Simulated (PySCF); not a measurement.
Species: C4H8OSi.
SMILES with atom numbers: `[CH2:1]=[C:2]1[CH2:3][C@@H:4]1[O:5][SiH3:6]` (hydrogens: H7, H8 on C1; H9, H10 on C3; H11 on C4; H12, H13, H14 on Si6)

Computed, not measured: PBE0-D3(BJ)/def2-SVP geometry optimisation, gas phase in PySCF.

(1) List the bond lengths, angles and torsions at this level.

Results:

(1) 
| bond | length (Å) |
| --- | --- |
| C1=C2 | 1.323 |
| C2–C3 | 1.468 |
| C3–C4 | 1.528 |
| C4–O5 | 1.387 |
| O5–Si6 | 1.672 |
| C2–C4 | 1.459 |
| C1–H7 | 1.094 |
| C1–H8 | 1.094 |
| C3–H9 | 1.096 |
| C3–H10 | 1.097 |
| C4–H11 | 1.101 |
| Si6–H12 | 1.497 |
| Si6–H13, Si6–H14 | 1.491 |

Bonds in one row agree within 0.01 Å and their mean is given. A selection of angles:
| angle | degrees |
| --- | --- |
| C2–C1–H7 | 120.9 |
| C2–C1–H8 | 121.4 |
| H7–C1–H8 | 117.7 |
| C1–C2–C3 | 148.9 |
| C1–C2–C4 | 148.1 |
| C3–C2–C4 | 62.9 |
| C2–C3–C4 | 58.3 |
| C2–C3–H9 | 120.5 |
| C2–C3–H10 | 116.9 |
| C4–C3–H9 | 118.6 |
| C4–C3–H10 | 116.7 |
| H9–C3–H10 | 114.5 |
| C3–C4–O5 | 120.4 |
| C3–C4–H11 | 116.0 |
| O5–C4–H11 | 114.3 |
| C2–C4–C3 | 58.8 |
| C2–C4–O5 | 119.2 |
| C2–C4–H11 | 117.1 |
| C4–O5–Si6 | 121.9 |
| O5–Si6–H12 | 110.5 |
| O5–Si6–H13 | 111.0 |
| O5–Si6–H14 | 106.1 |
| H12–Si6–H13 | 108.5 |

Dihedral angles: C1–C2–C3–C4 -176° (antiperiplanar); C2–C3–C4–O5 108° (anticlinal); C3–C4–O5–Si6 81° (synclinal); C1–C2–C4–C3 176° (antiperiplanar).

The C–C distances run from 1.323 Å (C1=C2, drawn double) to 1.528 Å (C3–C4, drawn single), a spread of 0.205 Å. The 3-membered ring C2–C3–C4 has internal angles of 58.3° to 62.9°. Si6 (oxygen-bound silicon) is tetrahedral (angles from 106.1° to 111.0°).

Point group: C1 (no symmetry element, even within 0.4 Å). Whether it is a minimum is left open (no frequencies). One conformer, not necessarily the lowest.
